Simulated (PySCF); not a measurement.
**C5H9NO2Si: full NMR table**

```
Formula                               : C5H9NO2Si
SMILES                                : C#C[C@H](C)NC(=O)[SiH2]O
Point group of the computed structure : C1
Degrees of unsaturation               : 3
Carbon signals                        : 5
Proton signals                        : 7
```

Structure with atom numbers: `[CH:1]#[C:2][C@H:3]([CH3:4])[NH:5][C:6](=[O:7])[SiH2:8][OH:9]`. Each H is labelled by its parent atom. Ha(Si8) is pro-R; Hb(Si8) is pro-S.

Computed data (PySCF 2.14.0 with density-fitted response routines): GFN2-xTB geometry, shielding tensors at PBE0/pcSseg-1 (GIAO). Single conformer, gas phase, relativity neglected, fast rotation and ring inversion assumed for equivalent nuclei.

Shifts are taken against calculated references (same method and geometry level): ¹H (σref 31.72) and ¹³C (σref 186.93) and ²⁹Si (σref 349.16) vs TMS; ¹⁵N (σref 267.73) against NH3; H2O for ¹⁷O (σref 336.08).

| carbon | δC, type | δH (multiplicity) | HMBC from (2–3 bonds) | span of the C tensor (ppm) |
| --- | --- | --- | --- | --- |
| C1 | 77.6, CH | 1.71 (d) | H(C3) | 206 |
| C2 | 89.4, C | – | H(C3), H(C1), H(C4) | 306 |
| C3 | 34.3, CH | 5.61 (m) | H(C1), H(C4) | 49 |
| C4 | 26.0, CH3 | 1.36 (d) | H(C3) | 46 |
| C6 | 183.3, C | – | H(C3), Hb(Si8), Ha(Si8) | 181 |

Other nuclei:
| atoms | nucleus | environment | δ (ppm) | σ (ppm) |
| --- | --- | --- | --- | --- |
| Hb(Si8) | ¹H | hydrogen on a silicon bonded to C, O | 4.95 | 26.77 |
| Ha(Si8) | ¹H | hydrogen on a silicon bonded to C, O | 4.93 | 26.79 |
| H(N5) | ¹H | hydrogen on an amide-type nitrogen | 4.83 | 26.88 |
| H(O9) | ¹H | hydrogen on an oxygen bonded to Si | 2.44 | 29.28 |
| Si8 | ²⁹Si | silicon bonded to C, O, 2 H | -49.6 | 398.8 |
| N5 | ¹⁵N | amide-type nitrogen | 167.1 | 100.6 |
| O7 | ¹⁷O | amide-type carbonyl oxygen | 458.6 | -122.6 |
| O9 | ¹⁷O | oxygen bonded to Si, H | -4.5 | 340.6 |

- Carbon types of the structure: 2 × C, 2 × CH, 1 × CH3, leaving 4 H on heteroatoms.
- δC 183.3: carbonyl carbon.
- δC 89.4: alkyne carbon; the triple bond shields along its axis, which puts it between sp3 and sp2 carbons.
- δC 77.6: terminal alkyne carbon; sp carbons lie upfield of alkene carbons because the cylindrical π system leaves one tensor component strongly shielded.
- δC 34.3: propargylic sp3 CH bonded to N; deshielded by the electronegative neighbour.
- δH 1.71: hydrogen on a terminal alkyne carbon; it lies on the axis of the triple bond, in its shielding cone.

OH and NH positions are those of a molecule without intermolecular hydrogen bonds; in solution they move with solvent, concentration and temperature, and exchange usually removes their couplings. Shifts are as computed. Against solution values, carbons near 30 ppm lie about +3 ppm off and those near 130 ppm about +5 ppm. Of 1309 compounds with measured shifts, 239 miss one by over three times the rms of a fit or turn the order of signals round; such compounds aren't used in these exercises. Hydrogen bonding in solution shields acid and N–H amide carbonyl oxygens by tens of ppm. Hydrogen bonding in solution deshields acid and N–H amide carbonyl carbons by as much as 10 ppm beyond these values. Unscaled 17O shifts of doubly bonded oxygen tend to come out too high, by tens of ppm or more. Experimental scales use liquid or dissolved standards, which lie at an offset from isolated NH3 (liquid NH3: subtract about 20 ppm) and H2O (liquid H2O: subtract about 36 ppm). Unscaled 15N shifts of sp2 nitrogen come out 20 to 40 ppm too high even then. No couplings were computed; multiplicities are counted from neighbouring protons, with m where these are inequivalent, close in shift, in a saturated or five-membered ring or joined by F or P, and br s for small geminal =CH2 splittings.
